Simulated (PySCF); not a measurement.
Coordinates in bohr (charge 0 multiplicity 5):
```
Cr    0.0000    0.0000    0.0000
H     0.0000    0.0000    3.2589
H     0.0000    0.0000   -3.2589
```

Method: UB3LYP in PySCF with Cr def2-TZVP, H def2-TZVP; no relativity; density-fitted integrals.

This geometry of CrH₂ is a stationary point at this level.

(1) What is the point group?

(2) Is it a minimum?

(3) List the harmonic modes with their infrared intensities.

(4) What are the dipole moment and the gap between the highest occupied and lowest empty levels of either spin?

(5) What is the atomisation energy, with and without zero-point energy?

Answers

(1) D∞h.

(2) Yes: all harmonic wavenumbers are real.

(3) 
```tsv
symmetry	ω (cm⁻¹)	IR (km/mol, summed over degenerate members)
πu	428	662
σu+	1469	1795
σg+	1687	0.0
```

(4) 0.00 D and 2.36 eV.

(5) 395 kJ/mol without, 371 kJ/mol with.

Other isomers or separated fragments may lie lower. Other spin states or occupations of the open shell can lie lower. At this level a quintet minimum of C2v symmetry lies 48 kJ/mol below this structure.
